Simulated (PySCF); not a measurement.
Mayer bond orders and bond lengths

Species: C2H7F3SSi2.
Numbering: `[F:1][C:2]([F:3])([F:4])[CH2:5][S:6][SiH2:7][SiH3:8]` (hydrogens: H9, H10 on C5; H11, H12 on Si7; H13, H14, H15 on Si8)

Geometry (GFN2-xTB, Å), atoms numbered from 1 in this order:
```
atom  x, y, z in Å
F1     3.7800   -0.3866   -0.2068
C2     2.5528    0.1635   -0.1347
F3     2.0663    0.1377   -1.3866
F4     2.7295    1.4470    0.1822
C5     1.6833   -0.5924    0.8455
S6     0.1353    0.2732    1.2297
Si7   -1.0376    0.0158   -0.5897
Si8   -3.2424    0.3503    0.0175
H9     2.2296   -0.6841    1.7842
H10    1.4749   -1.5800    0.4338
H11   -0.4671    0.9404   -1.5661
H12   -0.6513   -1.3352   -1.0085
H13   -4.0605    0.2084   -1.1888
H14   -3.4806    1.6828    0.5728
H15   -3.7167   -0.6329    0.9936
```

Bond orders from the PBE0/pcSseg-1 density (PySCF). Geometry: GFN2-xTB, one conformer, isolated molecule.

Where do the orders between heavy atoms depart from those drawn in the SMILES?

The largest departure is 0.096, at S6–Si7 (drawn single, 0.904) and Si7–Si8 (drawn single, 0.907).

Give the Mayer order of every bond, beside its length.

```tsv
bond	drawn as	length (Å)	Mayer order
F1–C2	single	1.347	0.994
C2–F3	single	1.343	0.987
C2–F4	single	1.334	1.030
C2–C5	single	1.513	0.978
C5–S6	single	1.815	1.029
S6–Si7	single	2.180	0.904
Si7–Si8	single	2.311	0.907
C5–H9	single	1.090	0.925
C5–H10	single	1.090	0.919
Si7–H11	single	1.461	0.908
Si7–H12	single	1.466	0.917
Si8–H13	single	1.464	0.929
Si8–H14	single	1.463	0.934
Si8–H15	single	1.464	0.933
```

Bonds between the same two heavy elements. C–F: lowest C2–F3 (0.987, 1.343 Å), highest C2–F4 (1.030, 1.334 Å).

Sum the orders of all bonds at each heavy atom with more than one neighbour and set the sums beside the valence in the SMILES.

C2 3.989 (drawn 4), C5 3.851 (drawn 4), S6 1.933 (drawn 2), Si7 3.636 (drawn 4), Si8 3.703 (drawn 4). Orders between atoms that aren't bonded are not in these sums.

For a closed shell the Mayer order of atoms A and B is Σ (PS)μν (PS)νμ over the basis functions μ on A and ν on B, with P the density and S the overlap matrix.
